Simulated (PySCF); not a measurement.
**From computed data to an observable: entropy of an ideal gas**

F₄Si, SMILES F[Si-](F)(F)F (connectivity only; charge and spin as stated), charge -1, multiplicity 2.

Geometry: PBE0-D3(BJ)/def2-SVPD.

PBE0-D3(BJ)/def2-SVPD run with PySCF 2.14.0 gives the harmonic wavenumbers 179, 233, 306, 380, 395, 525, 757, 767, 791 cm⁻¹ and the rotational temperatures 0.2491, 0.1708, 0.1376 K. The molar mass is 104.08 g/mol, the symmetry number 2, the spin multiplicity 2.

Problem. Work out the entropy at 298.15 K and 1 atm in the rigid-rotor, harmonic-oscillator model.

Solution. 
Translation (Sackur–Tetrode at 1 atm): S = R[1.5 ln M + 2.5 ln T − 1.16487] = 166.7 J/(mol K).
Rotation: q = (√π/σ) T^1.5/√(θA θB θC) = 59600, S = R[ln q + 3/2] = 103.9 J/(mol K).
Vibration: with u = 1.4388 ν/T, each mode gives R[u/(e^u − 1) − ln(1 − e^−u)]:
```csv
ν (cm⁻¹),modes,u,S (J/(mol K))
179,1,0.86,9.79
233,1,1.12,7.76
306,1,1.48,5.79
380,1,1.83,4.35
395,1,1.91,4.11
525,1,2.53,2.50
757,1,3.65,1.03
767,1,3.70,0.99
791,1,3.82,0.90
```
These are all the modes. Sum 37.2 J/(mol K).
Spin: R ln 2 = 5.8 J/(mol K).
Total 313.5 J/(mol K); the program's own thermochemistry gives 313.6. Translation makes up 53 % and vibration 12 %. Anharmonicity, hindered rotation and orbital degeneracy are left out.
